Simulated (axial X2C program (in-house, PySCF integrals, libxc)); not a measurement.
**Nuclear properties of HMoH⁺**

Calculated with an axial X2C code built on PySCF integrals: two-component X2C with atomic mean-field Coulomb and Gaunt terms, Gaussian nuclei, basis H dyall-v3z, Mo dyall-v3z with contracted cores.

H–Mo–H held linear, with bonds 1.809 and 1.809 Å (a rough geometry, not the PBE0 minimum).

Determinant lowest in the PBE0 search, Ω = 3/2 (⟨Sz⟩ = 1.50, ⟨Lz⟩ = 0.00 at PBE0), spin on the atoms H -0.30, Mo 2.10, H -0.30:

| level | A∥/gI H (MHz) | qzz H (a.u.) | A∥/gI Mo (MHz) | qzz Mo (a.u.) |
| --- | --- | --- | --- | --- |
| PBE0 | -51.7 | 0.06 | -692 | -0.73 |
| HF | -62.2 | 0.07 | -1050 | 0.12 |
| PBE | -49.6 | 0.06 | -591 | -1.07 |

Determinant 0.01 eV from it at PBE0 and this distance, Ω = 5/2 (⟨Sz⟩ = 2.50, ⟨Lz⟩ = 0.00 at PBE0), spin on the atoms H 0.22, Mo 2.05, H 0.22:

```tsv
level	A∥/gI H (MHz)	qzz H (a.u.)	A∥/gI Mo (MHz)	qzz Mo (a.u.)
PBE0	29.9	0.07	-281	-0.85
HF	35.3	0.07	-467	0.17
PBE	28.6	0.07	-251	-1.22
```

A∥ (defined per Ω) follows by multiplying with gI = μI/(I μN); qzz is the electric field gradient, eQq0 = 234.96 MHz × Q/barn × qzz. The operators were transformed with the bare-nucleus X2C matrices; with these basis sets, hyperfine constants and field gradients can be off by tens of per cent, and where levels differ in sign neither size nor sign is settled.

(1) With gI(1H) = 5.5857, gI(95Mo) = -0.3657 (g factors from the IAEA table of nuclear moments by Stone), turn the PBE0 values of the first state into constants in MHz.

The molecule was held linear; bending was not examined, so a bent shape may lie lower.

Each state is one determinant with collinear spin, which with several unpaired electrons need not be a pure state. Unrestricted Hartree–Fock can overshoot spin polarisation at the nuclei. This is the top spin component of a Σ state; components of lower Ω are not single determinants and can lie lower. With several open shells hyperfine constants can be off by a factor of several. In the state Ω = 3/2 the atomic spins oppose each other (-0.30, 2.10, -0.30): a broken-symmetry determinant whose values are not spin-projected. At PBE a later determinant lies lower. States lie within half an eV, so the first need not be the ground state. Where a field gradient or hyperfine factor spreads by more than a factor of two over the levels, a constant derived from it is not to be relied on. PBE0 term energies can be off by some tenths of an eV.

Results:

(1) A∥(1H) = -51.7 × 5.5857 = -289 MHz; A∥(95Mo) = -692 × -0.3657 = 253 MHz.
